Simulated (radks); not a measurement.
Species: Sr+. Configuration: [Ar] 3d10 4s2 4p5.5 5s1 6s0.5 (fractional occupations, a model configuration).

All-electron calculation, scalar-relativistic Kohn-Sham, exchange-only LDA, spin-polarised, spherical densities, point nucleus; open shells are filled with parallel spins first (spin-orbit coupling, left out, can overturn this in heavy ions). Program: a radial shooting solver on a logarithmic mesh with Libxc functionals.

Energy parts (eV):
| part | energy |
|---|---|
| total | -86306.476 |
| kinetic | 88547.011 |
| electron-nucleus | -207713.715 |
| Hartree | 35510.889 |
| exchange | -2650.661 |

Orbitals (lengths in bohr, moments of r in powers of bohr; r(max) is where P^2 peaks):
orbital  occ.  eigenvalue (eV)       <r^4>   <1/r>   r(max)     <r^2>
1s up       1        -15922.13  0.00001107   38.95  0.02557  0.002072
1s down     1        -15922.05  0.00001107   38.95  0.02557  0.002072
2s up       1        -2164.834    0.002132   8.690   0.1453   0.03517
2s down     1        -2164.777    0.002132   8.690   0.1453   0.03517
2p up       3        -1926.297    0.001532   8.492   0.1161   0.02770
2p down     3        -1926.226    0.001532   8.492   0.1161   0.02770
3s up       1        -342.5830      0.1225   2.913   0.4364    0.2793
3s down     1        -342.4740      0.1224   2.913   0.4364    0.2792
3p up       3        -265.6360      0.1412   2.760   0.4310    0.2912
3p down     3        -265.5156      0.1410   2.761   0.4310    0.2911
3d up       5        -138.1395      0.1882   2.507   0.3757    0.3035
3d down     5        -138.0034      0.1873   2.508   0.3756    0.3030
4s up       1         -50.6415       6.534   1.002    1.184     2.058
4s down     1         -49.9545       6.428   1.004    1.183     2.046
4p up       3         -32.3347       12.23  0.8629    1.315     2.742
4p down   2.5         -31.5679       11.70  0.8678    1.313     2.698
5s up       1         -10.1951       338.6  0.3517    3.259     15.06
5s down     0          -8.0897       335.2  0.3600    3.173     14.79
6s up     0.5          -3.6760        7204  0.1598    7.743     72.39
6s down     0          -2.2686       13980  0.1362    8.448     98.02

The highest occupied level is 6s up at -3.676 eV. The configuration is held as typed, so some empty levels lie below it. Summed over all electrons, <r^2> = 75.91 bohr^2, which gives a Langevin (diamagnetic) susceptibility term of -60.1 x 10^-6 cm^3/mol.
